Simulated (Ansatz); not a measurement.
CH₅AlBrN, SMILES `[CH3][Al]([NH2])[Br]`, relaxed with RKS PBE0-D4/def2-TZVP in the Gaussian-basis code of Ansatz from a PBE-D4/def2-SVP geometry. The force threshold is 0.005 eV/Å; the program also tests the step.

The species carries charge 0 and has multiplicity 1.

Start:

```xyz
9

C    -1.289    0.818   -0.040
Al    0.054   -0.597   -0.092
N     1.787   -0.318    0.197
Br   -0.538   -2.758   -0.542
H    -2.089    0.575    0.691
H    -0.857    1.802    0.236
H    -1.782    0.926   -1.030
H     2.204    0.591    0.409
H     2.511   -1.040    0.170
```

(1) By how much does the energy fall, and how many steps does the optimiser take? (An estimate is asked.)

(2) Which bonds change most? (Best estimate.)

(3) Give the relaxed structure. (Estimate.)

## Answers

(1) The calculation gave: 0.78 kcal/mol, in 6 steps.

(2) Computed: Al2–N3 from 1.779 to 1.760 Å; Al2–Br4 from 2.285 to 2.268 Å; C1–H7 from 1.111 to 1.094 Å; C1–H5 from 1.110 to 1.093 Å.

(3) Computed: 
```xyz
9

C    -1.281    0.812   -0.041
Al    0.058   -0.586   -0.091
N     1.773   -0.313    0.197
Br   -0.527   -2.730   -0.544
H    -2.061    0.577    0.689
H    -0.851    1.782    0.222
H    -1.774    0.911   -1.012
H     2.186    0.580    0.409
H     2.477   -1.032    0.171
```
